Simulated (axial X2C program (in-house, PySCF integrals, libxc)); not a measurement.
## GaH⁺: nuclear properties from DFT to coupled cluster

Calculated with an in-house all-electron X2C program for linear molecules (integrals from PySCF): two-component X2C with atomic mean-field Coulomb and Gaunt terms, Gaussian nuclei, basis Ga dyall-acv3z, H dyall-av3z with contracted cores.

R = 1.674 Å (near the PBE0 minimum at charge 1 of the determinant lowest at the starting distance; the state shown can have its own minimum elsewhere); state Ω = 1/2 (⟨Sz⟩ = 0.50, ⟨Lz⟩ = 0.00 at PBE0).

```tsv
level	Eeff magnitude (GV/cm)	Ws magnitude Ga (kHz)	A∥/gI Ga (MHz)	qzz Ga (a.u.)	A∥/gI H (MHz)
PBE0	3.54	3.05	1960	-2.46	157
HF	4.37	3.76	1820	-2.81	159
B3LYP	3.38	2.91	1950	-2.34	170
```

Eeff is the effective electric field on the electron electric dipole moment in this Ω state and Ws the scalar–pseudoscalar constant of the nucleus named (defined with the proton number Z and per Ω); A∥ (defined per Ω) follows by multiplying with gI = μI/(I μN); qzz is the electric field gradient, eQq0 = 234.96 MHz × Q/barn × qzz. The operators were transformed with the bare-nucleus X2C matrices; with these basis sets, hyperfine constants and field gradients can be off by tens of per cent, and where levels differ in sign neither size nor sign is settled.

Finite-field MP2, CCSD and CCSD(T), with 13 electrons correlated in 130 natural virtual spinors (MP2 remainder added):

```json
{"level": "MP2", "Eeff magnitude (GV/cm)": "3.92", "Ws magnitude Ga (kHz)": "3.38", "A∥/gI Ga (MHz)": "1930", "qzz Ga (a.u.)": "-2.51", "A∥/gI H (MHz)": "158"}
{"level": "CCSD", "Eeff magnitude (GV/cm)": "3.64", "Ws magnitude Ga (kHz)": "3.14", "A∥/gI Ga (MHz)": "2050", "qzz Ga (a.u.)": "-2.53", "A∥/gI H (MHz)": "152"}
{"level": "CCSD(T)", "Eeff magnitude (GV/cm)": "3.55", "Ws magnitude Ga (kHz)": "3.06", "A∥/gI Ga (MHz)": "2030", "qzz Ga (a.u.)": "-2.49", "A∥/gI H (MHz)": "153"}
```

T1 = 0.017 (Lee–Taylor). One unrestricted determinant, the lowest of a limited PBE0 search, is the reference; the functionals treat spin collinearly. Correlation of the inner shells is missing, which matters for properties at the nucleus. Number of frozen shells: Ga 3 s, 2 p; H none.

**Question.** By how much does correlation change each value, CCSD(T) against HF?

**Answer.** Eeff magnitude -19 %; Ws magnitude Ga -19 %; A∥/gI Ga 12 %; qzz Ga -11 %; A∥/gI H -4 %.
